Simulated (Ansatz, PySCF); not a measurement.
Gas-phase reaction in SMILES: N[Si](Cl)(Cl)Cl + 3 [SiH4] (SiH4) → N[SiH3] + 3 [SiH3]Cl
Each molecule is optimised on its own at B3LYP-D3(BJ)/def2-TZVP (Ansatz, a first-principles code), one conformer each, not searched for the lowest. Frequencies are from Ansatz or PySCF.

Quantity: bond separation energy (0 K, with B3LYP-D3(BJ) harmonic zero-point energies), in kcal/mol. Cores are frozen in the correlated levels unless marked. No spin-orbit coupling. Non-relativistic. Basis-set limits of correlation are two-point, X^-3; Hartree-Fock from the larger set. The bracket is a focal-point correction in the basis named.

```csv
level,program,bond separation energy (kcal/mol)
HF/cc-pV(D+d)Z,Ansatz,7.7
SVWN5/def2-TZVPD,Ansatz,15.2
PBE-D4/def2-TZVPD,Ansatz + dftd4,13.3
B97M-V/def2-TZVPD,Ansatz,14.0
```

**Question.** Predict the RI-MP2/CBS(aug-cc-pV(T+d)Z,aug-cc-pV(Q+d)Z)+[CCSD(T)-MP2]/aug-cc-pV(T+d)Z result (Ansatz).

**Answer.** 11.5 kcal/mol, so B97M-V/def2-TZVPD differs from it by 2.5 kcal/mol.
